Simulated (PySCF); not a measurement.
Two structures of BH3OF2, closed shell, reached by relaxing down either side of one saddle point (PBE0-D4/def2-TZVP). Energies are electronic, without zero-point energy. PySCF 2.14 with density fitting (its default auxiliary sets; JK sets also for MP2 and CCSD(T)); basis: def2-TZVPP and def2-QZVPP; cores frozen in the correlated methods. Extrapolation: Hartree–Fock as exp(−7.88 √X), correlation as X^−2.97. First:

```tsv
atom	x (Å)	y (Å)	z (Å)
B1	-0.5747	-0.5168	-0.2912
H2	-0.1675	-1.2323	-1.1606
F3	-0.8113	-1.0684	0.9257
F4	-1.4233	0.4835	-0.6392
H5	0.6274	1.3835	-0.0181
O6	0.8796	0.4597	0.1076
H7	1.0417	0.3324	1.0511
```

Second:

```xyz
7
angstrom
B -0.6782 -0.3474 0.4759
H 0.6697 0.7221 -1.9282
F -0.6455 -1.5605 -0.0360
F -1.5964 0.5002 0.0275
H 1.2818 0.5876 -1.5223
O 0.2026 -0.0099 1.4356
H 0.0997 0.8925 1.7469
```

Problem. Which bonds change from the first to the second?

Solution. BHF₂ ([F][BH][F]) + H₂O → BHOF₂ ([OH][B]([F])[F]) + H₂; bonds formed: H2–H5; dative contacts that become bonds: B1–O6; bonds broken: B1–H2, H5–O6.

Problem. Give the saddle point's structure and its height above each. (An estimate is asked for; the value comes from the calculation.)

Solution. The calculation gives: 1.309 eV above the first and 2.118 eV above the second (CCSD(T) at an estimated basis limit (MP2 extrapolated from triple and quadruple zeta, plus CCSD(T) − MP2 in triple zeta)).
```
7
angstrom
B -0.3798 -0.3287 -0.1462
H 0.2736 0.1181 -1.2793
F -0.4693 -1.6586 -0.1976
F -1.5078 0.3873 0.0153
H 0.8474 0.3849 -0.4343
O 0.7586 0.1580 0.7745
H 0.4776 0.9391 1.2675
```

The T1 diagnostic stays at or below 0.013.

The step is the kind of ligand exchange by which a precursor binds to a hydroxyl group, or is hydrolysed, in atomic layer deposition of oxides.

Labels in which every atom is bracketed show which atoms are joined, not bond orders.

For scale, one of the runs: CCSD(T)/def2-TZVPP, 166 basis functions, launched by `OMP_NUM_THREADS=4 python run.py`. Time: 3.5 min of wall clock on 4 CPU threads of an Arm Neoverse V1; the host was shared. Peak host memory: 1.8 GiB.
